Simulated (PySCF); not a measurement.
C8H9 (SMILES [CH2]c1ccc(C)cc1), doublet, at a GFN2-xTB geometry. Base run: R2SCAN/STO-3G run with PySCF.

PySCF was given this input:
```python
from pyscf import gto, scf, dft

mol = gto.M(
    atom='''
C    -2.86940762    0.04230958    0.04061680
C    -1.49251200    0.02059238    0.02077269
C    -0.76964542   -1.10670664   -0.46122192
C     0.60065833   -1.11868845   -0.47556411
C     1.34045314   -0.02581735   -0.01768787
C     2.83523812   -0.03240613   -0.04110719
C     0.64717806    1.09259535    0.45923992
C    -0.72087053    1.12517956    0.48211883
H    -3.44548796   -0.79521068   -0.30925238
H    -3.40864576    0.89741059    0.40629066
H    -1.32637261   -1.96090267   -0.81821381
H     1.12443398   -1.98904985   -0.84687777
H     3.21858061   -1.01579588   -0.30197407
H     3.23522463    0.25477780    0.93086154
H     3.20460889    0.68682114   -0.77355242
H     1.21174650    1.94351087    0.81542914
H    -1.24064055    1.99608895    0.85428617
''',
    basis='sto-3g',
    spin=1,
    verbose=4,
)

mf = dft.UKS(mol)
mf.xc = 'r2scan'
mf.kernel()
mf.analyze()
```

Each row names what was changed in the base input (with any setting that the change needs).

```json
[
 {"change": "base", "ΔE vs base (mEh)": "0.000", "SCF cycles": "14", "<S^2>": "0.813", "outcome": "converged"},
 {"change": "init_guess = atom", "ΔE vs base (mEh)": "0.000", "SCF cycles": "14", "<S^2>": "0.813", "outcome": "converged"},
 {"change": "solver = newton", "ΔE vs base (mEh)": "0.000", "SCF cycles": "-", "<S^2>": "0.813", "outcome": "converged"},
 {"change": "solver = newton; init_guess = 1e", "ΔE vs base (mEh)": "0.000", "SCF cycles": "-", "<S^2>": "0.813", "outcome": "converged"},
 {"change": "conv_tol = 1e-4", "ΔE vs base (mEh)": "0.011", "SCF cycles": "7", "<S^2>": "0.810", "outcome": "converged"},
 {"change": "level_shift = 0.5 (with mf.max_cycle = 100)", "ΔE vs base (mEh)": "0.000", "SCF cycles": "26", "<S^2>": "0.813", "outcome": "converged"},
 {"change": "conv_tol_grad = 1e-3", "ΔE vs base (mEh)": "0.000", "SCF cycles": "14", "<S^2>": "0.813", "outcome": "converged"},
 {"change": "diis_space = 2", "ΔE vs base (mEh)": "-", "SCF cycles": "50", "<S^2>": "-", "outcome": "not converged"},
 {"change": "DIIS = ADIIS", "ΔE vs base (mEh)": "0.000", "SCF cycles": "24", "<S^2>": "0.813", "outcome": "converged"},
 {"change": "init_guess = sap", "ΔE vs base (mEh)": "0.000", "SCF cycles": "17", "<S^2>": "0.813", "outcome": "converged"},
 {"change": "conv_tol = 1e-11", "ΔE vs base (mEh)": "0.000", "SCF cycles": "16", "<S^2>": "0.813", "outcome": "converged"},
 {"change": "init_guess = 1e", "ΔE vs base (mEh)": "0.000", "SCF cycles": "22", "<S^2>": "0.813", "outcome": "converged"},
 {"change": "init_guess = mod_huckel", "ΔE vs base (mEh)": "0.000", "SCF cycles": "17", "<S^2>": "0.813", "outcome": "converged"}
]
```

Open shells are given as the SCF converged; they aren't shown to be the lowest states, and a large step between rows can be another state.
